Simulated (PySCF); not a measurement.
**Electronic absorption of C5H12Si2**

Species: C5H12Si2.
Cartesian coordinates in Å at the GFN2-xTB level; atoms count from 1:
```
atom  x, y, z in Å
C1    -1.9376    1.8963   -0.7934
C2    -1.2419    0.8059   -0.5039
C3    -1.7709   -0.5600   -0.8191
Si4    0.4591    0.8858    0.3110
C5     0.6723   -0.3743    1.7484
Si6    1.8307   -1.4816    0.6961
C7     1.7916   -0.1164   -0.6487
H8    -1.5680    2.8824   -0.5680
H9    -2.9076    1.8542   -1.2678
H10   -1.0585   -1.1077   -1.4343
H11   -1.9109   -1.1278    0.1001
H12   -2.7233   -0.5069   -1.3446
H13    0.8142    2.2755    0.6270
H14   -0.2368   -0.8475    2.1095
H15    1.1631    0.0511    2.6199
H16    1.2146   -2.7432    0.2741
H17    3.1468   -1.7481    1.2805
H18    2.7353    0.4135   -0.7458
H19    1.5179   -0.4418   -1.6486
```

The calculation used PySCF 2.14.0, density-fitted response routines, TDDFT PBE0/def2-SVPD, vertical, gas phase, core orbitals frozen in the response.

Problem. What does the calculation give for the low-lying excited states?

Solution. 

```csv
state,E (eV),E (kJ/mol),λ (nm),f,|μ| (D),"main configurations (H = HOMO, L = LUMO)"
S1,5.96,575,207.9,0.0007,0.17,H-1→L (95%)
S2,6.38,615,194.4,0.344,3.77,H→L (86%)
S3,6.71,647,184.8,0.0016,0.25,"H-4→L (52%), H-1→L+1 (31%)"
S4,6.83,659,181.6,0.045,1.32,H-2→L (95%)
S5,6.94,670,178.6,0.0057,0.47,H→L+2 (82%)
S6,7.04,680,176.0,0.0021,0.28,H→L+3 (76%)
```

Triplets (Tamm–Dancoff): T1 4.22 eV, H→L (69%), H→L+1 (18%); T2 5.63 eV, H-1→L (84%).

The lowest singlet lies at 5.96 eV (208 nm, ultraviolet) and is very weak; its leading configuration is HOMO-1→LUMO (95%). The strongest level in the table is S2 at 6.38 eV (194 nm, f = 0.344). Löwdin shares by element: HOMO carbon 68% or more, silicon 6% or more (atoms not listed hold the other 26%); LUMO carbon 44% or more, silicon 20% (atoms not listed hold the other 35%). The oscillator strengths of these states sum to 0.400; summed over the whole spectrum of an exact calculation they would give the number of electrons, 70 (Thomas–Reiche–Kuhn). Of the 6 states listed, 2 reach f = 0.01 and none stays under 0.0005. Weighted by f, the mean energy of these states is 6.44 eV. The window holds the lowest 6 singlets.

The run took about 2.3 min of CPU time (one thread, shared machine).

One conformer stands for the species.
